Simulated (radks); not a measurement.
The numbers below are computed, except where a source is named.
All-electron atom: Kr3+ in [Ar] 3d10 4s2 4p2 7f1 (not the ground configuration).

Code: a radial shooting solver on a logarithmic mesh with Libxc functionals. Model: scalar-relativistic Kohn-Sham, PBE, spin-polarised, spherical densities, finite nucleus; open shells are filled with parallel spins first; Fermi nuclear charge, rms radius 4.1884 fm.

Energy parts (hartree):
part                       energy
total                 -2785.83817
kinetic                2849.73495
electron-nucleus      -6656.40750
Hartree                1115.69477
exchange-correlation    -94.86039

Orbitals (lengths in bohr, moments of r in powers of bohr):
orbital  occ.  eigenvalue (hartree)       <r^4>
1s up       1             -522.3617  0.00001386
1s down     1             -522.3541  0.00001386
2s up       1             -70.53236    0.002723
2s down     1             -70.52829    0.002722
2p up       3             -62.60129    0.001969
2p down     3             -62.59418    0.001969
3s up       1             -11.69043      0.1645
3s down     1             -11.68031      0.1638
3p up       3              -9.16269      0.1951
3p down     3              -9.15113      0.1937
3d up       5              -4.97782      0.2955
3d down     5              -4.96347      0.2877
4s up       1              -2.63157       7.886
4s down     1              -2.52826       7.964
4p up       2              -2.02719       12.61
4p down     0              -1.92281       13.15
7f up       1              -0.16933       83010

The highest occupied level is 7f up at -4.608 eV. The configuration is held as typed, so some empty levels lie below it. The electron density at the nucleus is 5.016e+04 e/bohr^3 (large components only).
